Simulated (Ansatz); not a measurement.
Stretching the C3–H5 bond in C2H6Mg (SMILES C[CH2][MgH]) (multiplicity 1 held, fragments rigid). Energies count from the point at 1.097 Å.
Geometry at that point (charge 0, multiplicity 1):
```xyz
9

Mg    -0.14433     0.33130     1.39372
H     -0.33728     1.19049     2.85568
C      0.09331    -0.71910    -0.41424
C      0.13154     0.13614    -1.69257
H     -0.71566    -1.45528    -0.49127
H      1.01120    -1.31502    -0.34579
H      0.95533     0.85540    -1.67842
H     -0.78761     0.71383    -1.82526
H      0.25690    -0.46728    -2.59878
```

Signs of static correlation in def2-SVP, with CASSCF(2,2), from Ansatz (a quantum-chemistry and plane-wave program) runs.

```
R (Å)  T1 of restricted CCSD  ⟨S²⟩ of UHF  largest double amplitude of restricted CCSD  weight of the CASSCF reference in MRCISD  CASSCF natural occupations
-----  ---------------------  -----------  -------------------------------------------  ----------------------------------------  --------------------------
0.877                  0.009        0.000                                        0.024                                     0.893                   1.99 0.01
0.987                  0.009        0.000                                        0.024                                     0.893                   1.99 0.01
1.097                  0.010        0.000                                        0.024                                     0.892                   1.98 0.02
1.206                  0.010        0.000                                        0.024                                     0.892                   1.98 0.02
1.316                  0.010        0.000                                        0.025                                     0.892                   1.97 0.03
1.480                  0.012        0.000                                        0.032                                     0.892                   1.94 0.06
1.645                  0.015        0.000                                        0.050                                     0.892                   1.91 0.09
1.919             (withheld)        0.528                                        0.127                                     0.892                   1.84 0.16
2.193             (withheld)        0.790                                        0.168                                     0.892                   1.73 0.27
2.522                  0.052        0.924                                        0.257                                     0.892                   1.56 0.44
2.961                  0.079        0.987                                        0.490                                     0.892                   1.35 0.65
3.509                  0.108        1.008                                        0.746                                     0.893                   1.17 0.83
```

### Question
Complete the blanks.

### Answer

- 1.919, T1 of restricted CCSD: 0.022
- 2.193, T1 of restricted CCSD: 0.033

Doubts at one or more of the structures used: a restricted determinant that unrestricted orbitals would lower (R-CCSD(T)/def2-SVP); T1 above 0.05 (R-CCSD(T)/def2-SVP, U-CCSD(T)/def2-SVP); other coupled-cluster roots lie near (R-CCSD(T)/def2-SVP); a spin-contaminated determinant (U-CCSD(T)/def2-SVP).
